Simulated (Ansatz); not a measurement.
Reaction (formal hydrolysis of the Al–C bond): `[CH3][Al]([OH])[SiH3]` + H₂O → `[OH][Al]([OH])[SiH3]` + CH₄

Calculated with Ansatz (gas phase, PBE0-D4/def2-TZVP geometries, no zero-point term in ΔE). CCSD(T)/CBS is the MP2 limit (def2-TZVPP, def2-QZVPP) plus CCSD(T) − MP2 in def2-TZVPP, frozen cores. This one scheme is used for every species. DFT in def2-TZVPP. Each species was taken in one conformer, which may not be the lowest.

(1) Is it downhill or uphill in electronic energy at CCSD(T)/CBS, and by how much? (An estimate is asked.)

(2) What do these levels give: PBE0-D4, r2SCAN0-D4, PBE, r2SCANh, BHLYP, CCSD(T)/def2-TZVPP? (Estimate.)

Largest T1 diagnostic among the species: 0.013.

Results:

(1) Computed: Downhill: ΔE = -143.3 kJ/mol.

(2) Ansatz gave: PBE0-D4 -137.0, r2SCAN0-D4 -145.8, PBE -136.6, r2SCANh -146.7, BHLYP -155.4, CCSD(T)/def2-TZVPP -145.3 kJ/mol.

In def2-TZVPP, CCSD(T) changes the Hartree–Fock value by +14.6 kJ/mol (the triples alone add +1.9 kJ/mol) and MP2 by +11.0 kJ/mol. Leaving LDA and LC-ωPBE aside and taking each functional with its dispersion term where it has one, the values, not all of them listed here, spread over 19.1 kJ/mol, from BHLYP-D4 to revPBE-D4. From BLYP to BHLYP (50 % exact exchange), in def2-TZVPP and without D4, ΔE moves by −5.0 kJ/mol.
